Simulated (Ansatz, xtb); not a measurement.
## Relative energy of two isomers of C4H9PSSi

Structure a is `P[Si@@H]1SCC12CC2`, a singlet and structure b is `[SiH3]C1=CC[P@H](=S)C1`, a singlet. Both are isolated molecules in the gas phase, relaxed with B3LYP/def2-SVP; the shapes shown needn't be the lowest conformers.

a (Å):

```xyz
16

C     0.8453    1.9884   -1.6744
C     0.7791    0.8623   -0.6247
C    -0.3901   -0.0993   -0.5624
C    -0.1901    0.9030    0.5355
P     3.8028    1.0223    1.2139
S     2.6465    1.9353   -2.2117
Si    2.6137    0.4322   -0.6499
H     3.8277   -0.3082    1.7459
H     5.0544    0.8567    0.5395
H     2.9506   -0.9602   -1.0809
H     0.1991    1.8142   -2.5486
H     0.6228    2.9827   -1.2579
H    -0.1879   -1.1563   -0.3614
H    -1.2117    0.0683   -1.2671
H     0.1504    0.5585    1.5174
H    -0.8753    1.7563    0.5810
```

b (Å):

```xyz
16

C     0.5576   -0.6718   -0.1867
C     1.0174   -1.3402   -1.2672
C     1.4821   -0.5367   -2.4554
C     0.5766    0.8426   -0.3132
P     0.7600    1.1515   -2.1427
S     1.6541    2.7543   -2.7998
Si   -0.0443   -1.5309    1.3753
H     0.0407   -3.0076    1.1891
H     0.7874   -1.1248    2.5470
H    -1.4570   -1.1396    1.6614
H     1.0667   -2.4340   -1.3003
H     1.1604   -0.9456   -3.4262
H     2.5811   -0.4304   -2.4915
H    -0.5827    0.9536   -2.5849
H     1.4497    1.2951    0.1893
H    -0.3218    1.3414    0.0844
```

Quicker runs give these differences E(b) − E(a): GFN2-xTB −0.597 eV; HF/STO-3G +1.840 eV (at GFN2-xTB geometries); r2SCAN-D4/def2-SVP −0.364 eV (at GFN2-xTB geometries).

Task: Estimate E(b) − E(a) at the level CCSD(T)/def2-SVP + ΔMP2/def2-TZVPP.

Result: Calculated at CCSD(T)/def2-SVP + ΔMP2/def2-TZVPP: E(b) − E(a) = −0.542 eV, so structure b lies lower.

How the difference moves with the method:

```csv
level,geometry,E(b) − E(a) (eV),departure from the last row (eV),"job, with rough time for the two"
GFN2-xTB,GFN2-xTB,−0.597,−0.055,"optimisation, 0.3 s"
HF/STO-3G,GFN2-xTB,+1.840,+2.383,"single point, 0.52 s"
r2SCAN-D4/def2-SVP,GFN2-xTB,−0.364,+0.179,"single point, 6.1 s"
B3LYP/def2-SVP,B3LYP/def2-SVP,−0.312,+0.231,"optimisation, 93 s"
HF/def2-SVP,B3LYP/def2-SVP,−0.443,+0.100,part of the CCSD(T) run
MP2/def2-SVP,B3LYP/def2-SVP,−0.219,+0.323,part of the CCSD(T) run
CCSD(T)/def2-SVP,B3LYP/def2-SVP,−0.184,+0.359,single point
CCSD(T)/def2-SVP + ΔMP2/def2-TZVPP,B3LYP/def2-SVP,−0.542,,"single point, 99 s"
```

As drawn, b has 1 C=C, 2 C–P, 1 P=S, 2 Si–H in place of 1 P–Si, 1 S–Si, 1 C–S, 2 C–C, 1 P–H, 1 C–H. Structure a has a 3-membered ring and a 4-membered ring, b a 5-membered ring.

HF/STO-3G puts the two in the other order. The largest departure from CCSD(T)/def2-SVP + ΔMP2/def2-TZVPP is that of HF/STO-3G, 2.383 eV. The last row adds to CCSD(T) the change of the MP2 difference between the two basis sets, here −0.359 eV, a large step that makes the value less sure.

With thermal terms from frequencies at re-optimised GFN2-xTB minima (ideal gas, soft modes damped towards free rotors, one conformer each, 298.15 K, 1 atm): the zero-point term adds −0.127 eV; ΔH is −0.671 and ΔG −0.657 eV.

The correlated steps freeze 19 core orbitals. Run with Ansatz 0.2.0, xtb 6.7.1; the last row on 4 threads of Arm Neoverse V1 on a shared host.
